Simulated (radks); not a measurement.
Spherical quantum dot in the effective-mass picture: electrons in a hard-walled sphere of radius 3.64, all in effective atomic units (hartree* = m*/eps^2 hartree, bohr* = eps/m* bohr), one dielectric constant everywhere. Method: non-relativistic Kohn-Sham, PBEsol, spin-polarised, spherical densities; computed with a radial shooting solver with Libxc functionals. Levels are named by radial order and angular momentum (1s, 1p, 1d, 2s, ...), and open shells are averaged over m.

N = 5, configuration 1s2 1p(up 3, down 0). This is the lowest configuration that the search found. Occupied and some empty levels:

| level | occupation | eigenvalue (hartree*) | <r> (bohr*) |
|---|---|---|---|
| 1s up | 1 | 2.0691 | 2.088 |
| 1s down | 1 | 2.1681 | 2.051 |
| 1p up | 3 | 2.3593 | 2.302 |
| 1p down | 0 | 2.4705 | 2.290 |
| 1d up | 0 | 2.7864 | 2.448 |
| 1d down | 0 | 2.9025 | 2.444 |
| 2s up | 0 | 3.2458 | 1.728 |
| 2s down | 0 | 3.3028 | 1.732 |
| 1f up | 0 | 3.3302 | 2.558 |
| 1f down | 0 | 3.4484 | 2.557 |

Energy (hartree*): total 6.70199, kinetic 3.1941, external 0, Hartree 5.0930, exchange-correlation -1.5851.
